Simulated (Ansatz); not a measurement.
Cartesian coordinates in Å:
```
N -0.0315 0.6603 -1.4153
B 0.4184 0.3415 -0.1252
O 1.5622 0.8444 0.4270
Si -0.6802 -0.9372 0.9967
F -1.1552 -0.2514 2.3572
F 0.1712 -2.2220 1.4101
H -0.8767 0.2775 -1.8014
H 0.4437 1.2848 -2.0479
H 2.0588 1.4480 -0.1328
H -1.9108 -1.4458 0.3316
```

The species carries charge 0 and has multiplicity 1.

Problem. List the B3LYP/def2-TZVPP orbital energies in eV (Ansatz). (An estimate is asked.)

Solution. Computed: Occupied: -1800.16, -671.26, -671.26, -521.08, -389.95, -184.37, -144.51, -99.90, -99.85, -99.77, -32.46, -31.98, -28.20, -24.16, -16.05, -15.12, -14.48, -14.23, -13.25, -12.64, -12.41, -11.62, -11.29, -10.78, -10.50, -10.34, -8.27, -8.09. Lowest empty: -0.59, -0.01, 0.38, 1.47, 1.95, 2.51, 2.65, 2.81.

B3LYP here is the variant with VWN-RPA as its local correlation; programs differ in this.
